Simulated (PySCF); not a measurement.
Compound: C2H7BNP.
SMILES: `C[B@@H-]([PH3+])C#N`

The closed-shell ground state was solved at several levels (PySCF, density fitting, gas phase, non-relativistic). Geometry: PBE0-D3(BJ)/def2-SVP; no solvent, vibrations or thermal averaging.

```
              level  basis functions  total energy (Eh)  HOMO (eV)  LUMO (eV)  gap (eV)  dipole (D)
      PBE0/def2-SVP              109          -500.8146      -8.19      -0.14      8.05        6.42
BHandHLYP/def2-SVPD              160          -501.0515      -9.55       0.24      9.79        6.64
    PBE0/def2-TZVPD              254          -501.1099      -8.35      -0.61      7.74        6.45
       HF/def2-SVPD              160          -499.4607     -11.33       1.84     13.17        6.83
     PBE0/def2-TZVP              203          -501.1091      -8.33      -0.45      7.88        6.46
      PBE/def2-SVPD              160          -500.7760      -7.09      -1.33      5.76        6.32
   PBE0/aug-cc-pVDZ              182          -501.0575      -8.32      -0.81      7.51        6.51
     PBE0/def2-SVPD              160          -500.8264      -8.36      -0.41      7.95        6.50
       KT3/pcSseg-2              285          -506.6009      -7.14      -1.46      5.68        6.29
       PBE0/6-31+G*              108          -501.0191      -8.33      -0.74      7.59        6.64
    B3LYP/def2-SVPD              160          -501.1821      -8.16      -0.68      7.48        6.46
CAM-B3LYP/def2-SVPD              160          -501.0668      -9.74       0.38     10.12        6.59
```

(1) What might LDA/def2-SVPD (160 basis functions) give for the same quantities?

(2) Over all these levels, which gives the widest orbital gap and which the narrowest?

(3) How much does the basis alone move the frontier levels among the 6 PBE0 rows?

(4) In the def2-SVPD basis, how does the gap go with the fixed share of exact exchange?

(5) How far do the dipole and the HOMO energy spread over the levels?

Answers

(1) Total energy -498.4045 Eh, HOMO -7.21 eV, LUMO -1.49 eV, gap 5.72 eV, dipole 6.44 D.

(2) HF/def2-SVPD (Hartree–Fock, all exact exchange) has the widest, 13.17 eV, and KT3/pcSseg-2 (GGA) the narrowest, 5.68 eV. Functional and basis both differ between the two, so the spread mixes both effects. The HOMO need not be the same orbital at Hartree–Fock and at DFT levels.

(3) The HOMO by 0.17 eV and the LUMO by 0.67 eV. By rising basis size (HOMO, LUMO in eV): 6-31+G* -8.33, -0.74; def2-SVP -8.19, -0.14; def2-SVPD -8.36, -0.41; aug-cc-pVDZ -8.32, -0.81; def2-TZVP -8.33, -0.45; def2-TZVPD -8.35, -0.61.

(4) LDA (0 %) 5.72 eV; PBE (0 %) 5.76 eV; B3LYP (20 %) 7.48 eV; PBE0 (25 %) 7.95 eV; BHandHLYP (50 %) 9.79 eV; HF (100 %) 13.17 eV. Each rise in the share widens the gap here.

(5) The dipole runs from 6.29 to 6.83 D (mean 6.51 D) and the HOMO from -11.33 to -7.09 eV.
